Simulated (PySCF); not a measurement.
Isomers of C3H11NOSi2, one GFN2-xTB conformer each. Single-point energies are computed at PBE0/pcSseg-1 (PySCF, gas phase, no added dispersion term), electronic only.

```csv
SMILES,GFN2-xTB relative energy (kJ/mol)
C=CC[Si@@H](O)N[SiH3],98.9
C=CC[Si@@H](O)[SiH2]N,217.1
N[Si@@H](O[SiH3])C1CC1,0.0
C=C[Si@H](O)[SiH2]NC,235.9
```

Conformers: `[CH2:1]=[CH:2][CH2:3][Si@@H:4]([OH:5])[NH:6][SiH3:7]` with C1–C2–C3–Si4 95°, C2–C3–Si4–O5 -56°, C3–Si4–O5–H 36°, C3–Si4–N6–Si7 51°; `[CH2:1]=[CH:2][CH2:3][Si@@H:4]([OH:5])[SiH2:6][NH2:7]` with C1–C2–C3–Si4 -101°, C2–C3–Si4–O5 -56°, C3–Si4–O5–H -52°, C3–Si4–Si6–N7 -165°, Si4–Si6–N7–H 45° and -177°; `[NH2:1][Si@@H:2]([O:3][SiH3:4])[CH:5]1[CH2:6][CH2:7]1` with H–N1–Si2–O3 46° and -174°, N1–Si2–O3–Si4 30°, N1–Si2–C5–C6 148°; `[CH2:1]=[CH:2][Si@H:3]([OH:4])[SiH2:5][NH:6][CH3:7]` with C1–C2–Si3–O4 -152°, C2–Si3–O4–H -58°, C2–Si3–Si5–N6 -49°, Si3–Si5–N6–C7 179°.

Problem. What does PBE0/pcSseg-1 give for the same structures?

Solution. 
| SMILES | PBE0/pcSseg-1 E (Eh) | PBE0/pcSseg-1 (kJ/mol) | GFN2-xTB (kJ/mol) | point group |
| --- | --- | --- | --- | --- |
| N[Si@@H](O[SiH3])C1CC1 | -829.39333 | 0.0 | 0.0 | C1 |
| C=CC[Si@@H](O)N[SiH3] | -829.38327 | 26.4 | 98.9 | C1 |
| C=CC[Si@@H](O)[SiH2]N | -829.35158 | 109.6 | 217.1 | C1 |
| C=C[Si@H](O)[SiH2]NC | -829.33263 | 159.4 | 235.9 | C1 |

Both levels put the same isomer lowest; measured from each level's own lowest isomer, the values differ by up to 107.5 kJ/mol (C=CC[Si@@H](O)[SiH2]N: 217.1 against 109.6). As drawn, the lowest has a three-membered ring, which the highest lacks; the highest has an O–H bond, an Si–Si bond and a C=C bond outside aromatic rings, which the lowest lacks.

Problem. Which frontier levels, dipoles and rotational constants go with these structures?

Solution. 
```csv
SMILES,"HOMO (eV, PBE0/pcSseg-1)",LUMO (eV),dipole (D),"A, B, C (MHz)"
N[Si@@H](O[SiH3])C1CC1,-7.31,0.53,1.29,"3211, 961.5, 807.5"
C=CC[Si@@H](O)N[SiH3],-7.15,0.13,1.03,"2395, 1119, 888.6"
C=CC[Si@@H](O)[SiH2]N,-6.83,-0.31,1.32,"2395, 1109, 890.9"
C=C[Si@H](O)[SiH2]NC,-6.61,-0.59,1.73,"2314, 1055, 769.3"
```
